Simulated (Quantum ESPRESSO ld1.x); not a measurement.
The numbers below are computed, except where a source is named.
All-electron atom: Ta4+ in [Xe] 4f14 5d1. Code: ld1.x of Quantum ESPRESSO 7.5. Model: scalar-relativistic Kohn-Sham, LDA (Slater exchange, Perdew-Wang correlation), spin-polarised, spherical densities, point nucleus; open shells are filled with parallel spins first.

Normalised radial functions P(r) = r R(r), r in bohr:

| r | 4f up | 5d down |
|---|---|---|
| 0.0006875 | 0.0000 | 0.0000 |
| 0.0009169 | 0.0000 | 0.0000 |
| 0.001223 | 0.0000 | 0.0000 |
| 0.001618 | 0.0000 | 0.0000 |
| 0.002158 | 0.0000 | 0.0000 |
| 0.002879 | 0.0000 | 0.0001 |
| 0.003839 | 0.0000 | 0.0002 |
| 0.005121 | 0.0000 | 0.0004 |
| 0.006775 | 0.0000 | 0.0009 |
| 0.009037 | 0.0001 | 0.0019 |
| 0.01205 | 0.0002 | 0.0040 |
| 0.01608 | 0.0004 | 0.0084 |
| 0.02144 | 0.0012 | 0.0171 |
| 0.0286 | 0.0033 | 0.0335 |
| 0.03784 | 0.0086 | 0.0611 |
| 0.05047 | 0.0220 | 0.1057 |
| 0.06731 | 0.0530 | 0.1661 |
| 0.08977 | 0.1189 | 0.2276 |
| 0.1197 | 0.2443 | 0.2531 |
| 0.1584 | 0.4448 | 0.1931 |
| 0.2113 | 0.7282 | 0.0147 |
| 0.2818 | 1.0306 | -0.2278 |
| 0.3759 | 1.2372 | -0.3800 |
| 0.5013 | 1.2485 | -0.2890 |
| 0.6633 | 1.0713 | 0.0375 |
| 0.8847 | 0.7797 | 0.4625 |
| 1.18 | 0.4800 | 0.7717 |
| 1.574 | 0.2442 | 0.8341 |
| 2.099 | 0.0972 | 0.6556 |
| 2.777 | 0.0287 | 0.3753 |
| 3.704 | 0.0051 | 0.1404 |
| 4.941 | 0.0005 | 0.0306 |

4f up: eigenvalue -67.416 eV, 0 radial nodes, <r> = 0.635 bohr, 90 % of the charge inside 1.06 bohr. 5d down (empty): eigenvalue -41.019 eV, 2 radial nodes at r = 0.215, 0.646 bohr, <r> = 1.73 bohr, 90 % of the charge inside 2.58 bohr.
